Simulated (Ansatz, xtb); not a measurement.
**Isomers of CH3BBrF in order of energy**

3 gas-phase structures of CH3BBrF, found in a search over its isomers (lower ones may exist). Each was relaxed with GFN2-xTB; where two conformers were screened, the lower at r2SCAN-D4/def2-SVP is listed:

A. `CB(F)Br`, a singlet
B. `FBCBr`, a singlet
C. `FCBBr`, a singlet

Task: Estimate their order in r2SCAN-D4/def2-SVP energy at these geometries, lowest first.

Result: Calculated order at r2SCAN-D4/def2-SVP: A (0.000), B (1.651), C (2.727) eV.

Energies above the lowest of each column, in eV; the last columns are at B3LYP-D3(BJ)/def2-SVP geometries and were run for some of them only (a dash: not run or not comparable):

| structure | GFN2-xTB | HF/STO-3G | r2SCAN-D4/def2-SVP | B3LYP-D3(BJ)/def2-SVP | CCSD(T)/def2-TZVP |
| --- | --- | --- | --- | --- | --- |
| A | 0.000 | 0.000 | 0.000 | 0.000 | 0.000 |
| B | 1.158 | 1.585 | 1.651 | 1.554 | 1.509 |
| C | 1.647 | 2.499 | 2.727 | – | – |

Every level run on A puts it lowest or level with the lowest. Flexible structures stand in one conformer each, not always the lowest. Frequencies (B3LYP-D3(BJ)/def2-SVP) were run for A, B alone.

Programs: Ansatz 0.2.0, xtb 6.7.1.
